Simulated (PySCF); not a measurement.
## Radial density of Ge (germanium, neutral)

UHF, [Ar] 3d10 4s1 4p2 4d1, one real determinant (an excited configuration). All numbers are calculated (PySCF 2.14, scalar relativity through the core potential, in aug-cc-pVQZ-PP with ECP10MDF (7s6p5d3f2g, 89 functions)). This is the valence pseudo-density: the core potential removes the inner electrons and smooths the orbitals near the nucleus.

```json
{"r (bohr)": "0.00101", "4πr²ρ (e/bohr)": "1.176e-05", "4πr²(ρα − ρβ)": "0.0000"}
{"r (bohr)": "0.00170", "4πr²ρ (e/bohr)": "3.288e-05", "4πr²(ρα − ρβ)": "0.0000"}
{"r (bohr)": "0.00286", "4πr²ρ (e/bohr)": "9.025e-05", "4πr²(ρα − ρβ)": "0.0000"}
{"r (bohr)": "0.00480", "4πr²ρ (e/bohr)": "0.0002371", "4πr²(ρα − ρβ)": "0.0000"}
{"r (bohr)": "0.00808", "4πr²ρ (e/bohr)": "0.0005811", "4πr²(ρα − ρβ)": "0.0000"}
{"r (bohr)": "0.0136", "4πr²ρ (e/bohr)": "0.001328", "4πr²(ρα − ρβ)": "0.0001"}
{"r (bohr)": "0.0229", "4πr²ρ (e/bohr)": "0.002787", "4πr²(ρα − ρβ)": "0.0001"}
{"r (bohr)": "0.0385", "4πr²ρ (e/bohr)": "0.007191", "4πr²(ρα − ρβ)": "0.0002"}
{"r (bohr)": "0.0647", "4πr²ρ (e/bohr)": "0.04538", "4πr²(ρα − ρβ)": "0.0001"}
{"r (bohr)": "0.109", "4πr²ρ (e/bohr)": "0.4351", "4πr²(ρα − ρβ)": "-0.0019"}
{"r (bohr)": "0.183", "4πr²ρ (e/bohr)": "3.090", "4πr²(ρα − ρβ)": "-0.0092"}
{"r (bohr)": "0.308", "4πr²ρ (e/bohr)": "14.18", "4πr²(ρα − ρβ)": "0.0531"}
{"r (bohr)": "0.518", "4πr²ρ (e/bohr)": "28.83", "4πr²(ρα − ρβ)": "0.1485"}
{"r (bohr)": "0.871", "4πr²ρ (e/bohr)": "14.08", "4πr²(ρα − ρβ)": "0.0202"}
{"r (bohr)": "1.46", "4πr²ρ (e/bohr)": "2.856", "4πr²(ρα − ρβ)": "1.1807"}
{"r (bohr)": "2.46", "4πr²ρ (e/bohr)": "1.346", "4πr²(ρα − ρβ)": "1.3005"}
{"r (bohr)": "4.14", "4πr²ρ (e/bohr)": "0.3420", "4πr²(ρα − ρβ)": "0.3419"}
{"r (bohr)": "6.97", "4πr²ρ (e/bohr)": "0.1739", "4πr²(ρα − ρβ)": "0.1739"}
{"r (bohr)": "11.7", "4πr²ρ (e/bohr)": "0.003899", "4πr²(ρα − ρβ)": "0.0039"}
```

⟨L²⟩ = 7.99 against 12 for a pure F term, so this real determinant mixes terms. Energies and moments cover only the electrons outside the core potential. The outer electron is Rydberg-like, and this basis confines it to a smaller radius and binds it less than a complete one would.

Task: Where is the radial spin density 4πr²(ρα − ρβ) most negative, and why is it negative at all?

Result: Around r = 0.183 bohr, down to -0.0092 e/bohr: exchange with the open shell polarises the paired shells in an unrestricted calculation.
